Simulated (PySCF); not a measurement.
Zn(I)(OSiH3) (H3IOSiZn), SMILES [I][Zn][O][SiH3].

Geometry optimised at r2SCAN-D4/def2-SVP. The structure was generated by enumeration; whether it is a known compound was not checked. The def2 effective core potentials stand for the cores of I; spin–orbit coupling is left out. One conformer was computed; it need not be the lowest.

Level of theory: r2SCAN-D4/def2-SVP (PySCF).

Frequencies are harmonic and unscaled.

```json
[
 {"mode": "1", "ν (cm⁻¹)": "39", "IR (km/mol)": "0.0", "moving atoms (share of kinetic energy)": "H 74 %, Zn 11 %"},
 {"mode": "2", "ν (cm⁻¹)": "47", "IR (km/mol)": "1.1", "moving atoms (share of kinetic energy)": "Zn 38 %, Si 32 %, I 12 %, H 11 %"},
 {"mode": "3", "ν (cm⁻¹)": "106", "IR (km/mol)": "15.1", "moving atoms (share of kinetic energy)": "O 47 %, Zn 44 %"},
 {"mode": "4", "ν (cm⁻¹)": "127", "IR (km/mol)": "10.2", "moving atoms (share of kinetic energy)": "O 35 %, Zn 31 %, Si 22 %"},
 {"mode": "5", "ν (cm⁻¹)": "236", "IR (km/mol)": "8.8", "moving atoms (share of kinetic energy)": "I 40 %, Zn 31 %, O 20 %"},
 {"mode": "6", "ν (cm⁻¹)": "523", "IR (km/mol)": "24.2", "moving atoms (share of kinetic energy)": "Zn 38 %, O 27 %, Si 26 %, H 9 %"},
 {"mode": "7", "ν (cm⁻¹)": "727", "IR (km/mol)": "62.8", "moving atoms (share of kinetic energy)": "H 84 %, Si 9 %"},
 {"mode": "8", "ν (cm⁻¹)": "738", "IR (km/mol)": "60.4", "moving atoms (share of kinetic energy)": "H 81 %, Si 10 %, O 9 %"},
 {"mode": "9", "ν (cm⁻¹)": "946", "IR (km/mol)": "82.2", "moving atoms (share of kinetic energy)": "H 96 %"},
 {"mode": "10", "ν (cm⁻¹)": "953", "IR (km/mol)": "80.6", "moving atoms (share of kinetic energy)": "H 96 %"},
 {"mode": "11", "ν (cm⁻¹)": "1009", "IR (km/mol)": "575.0", "moving atoms (share of kinetic energy)": "H 83 %, Si 15 %"},
 {"mode": "12", "ν (cm⁻¹)": "1031", "IR (km/mol)": "315.0", "moving atoms (share of kinetic energy)": "O 76 %, Si 12 %, H 9 %"},
 {"mode": "13", "ν (cm⁻¹)": "2183", "IR (km/mol)": "194.0", "moving atoms (share of kinetic energy)": "H 96 %"},
 {"mode": "14", "ν (cm⁻¹)": "2189", "IR (km/mol)": "134.3", "moving atoms (share of kinetic energy)": "H 98 %"},
 {"mode": "15", "ν (cm⁻¹)": "2224", "IR (km/mol)": "167.3", "moving atoms (share of kinetic energy)": "H 97 %"}
]
```
